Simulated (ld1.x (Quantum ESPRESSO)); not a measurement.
**hafnium, ultrasoft: configuration errors across variants**

```
Element                 : Hf (Z = 72)
Generator               : ld1.x (Quantum ESPRESSO) 7.5
Type                    : ultrasoft
Functional              : PBE
Relativity              : scalar-relativistic
Frozen core             : [Xe] 4f14
Valence charge          : 4
Reference configuration : 5d2 6s2 6p0
Partial waves           : 6s (bound): rcut 2.20, rcutus 2.85 bohr; 6s channel at 1.85 Ry: rcut 2.20, rcutus 2.85 bohr; 6p (bound, empty): rcut 4.15, rcutus 4.55 bohr; 6p channel at 0.4 Ry: rcut 4.15, rcutus 4.55 bohr; 5d (bound): rcut 1.65, rcutus 2.15 bohr; 5d channel at 1 Ry: rcut 1.65, rcutus 2.15 bohr
Local potential         : all-electron potential smoothed inside 3.45 bohr (lloc = -2)
Core correction         : a·sin(br)/r model core inside 1.40 bohr
Augmentation charge     : built from norm-conserving waves at rcut, not smoothed further
```

All-electron excitation energies from the reference (eV): (1) 5d2 6s1 6p0 7.976; (2) 5d2 6s0 6p0 22.156; (3) 5d1 6s0 6p0 43.950; (4) 5d2.5 6s1.5 6p0 1.255; (5) 5d1 6s2 6p0 6.498; (6) 5d2 6s0 6p2 7.862; (7) 5d3 6s0 6p0 9.989.

4 further variants failed, have other tests or another functional or relativity, and are left out.

Errors AE − PS in meV (a dash: test not solved or not reliable):

```tsv
change	(1)	(2)	(3)	(4)	(5)	(6)	(7)	bound ghosts
base	-7.8	-39	-275	-11	-63	-6.7	-72	none
waves 5d (bound): rcut 1.58, rcutus 1.68 bohr; 5d channel at 1 Ry: rcut 1.58, rcutus 1.68 bohr	-7.8	-38	-275	-11	-63	-6.7	-72	none
waves 6s (bound): rcut 2.20, rcutus 3.06 bohr; 6s channel at 1.85 Ry: rcut 2.20, rcutus 3.06 bohr	-7.7	-39	-275	-11	-63	-6.7	-72	none
core correction a·sin(br)/r model core inside 0.86 bohr	-7.8	-39	-276	-11	-63	-6.8	-72	none
local potential all-electron potential smoothed inside 2.96 bohr (lloc = -2)	-7.7	-38	-275	-11	-63	-6.3	-72	none
local potential all-electron potential smoothed inside 2.85 bohr (lloc = -2)	-7.7	-38	-275	-11	-63	-6.3	-72	none
all radii but the core radius scaled by about 1.20 (s 3.42, p 5.46, d 2.58 bohr, rcut 2.64/4.98/1.98); local potential all-electron potential smoothed inside 4.14 bohr (lloc = -2)	–	–	–	–	–	–	–	not determined
waves 6p (bound): rcut 4.12, rcutus 4.36 bohr; 6p channel at 0.4 Ry: rcut 4.12, rcutus 4.36 bohr	-7.8	-39	-275	-11	-63	-5.8	-72	none
```

(1) Give the same row for: wave 6p channel at 0.4 Ry: rcut 4.15, rcutus 4.55 bohr becomes 6p channel at 3.35 Ry: rcut 4.15, rcutus 4.55 bohr.

Answers

(1) -7.8, -39, -275, -11, -63, –, –; bound ghosts: none.
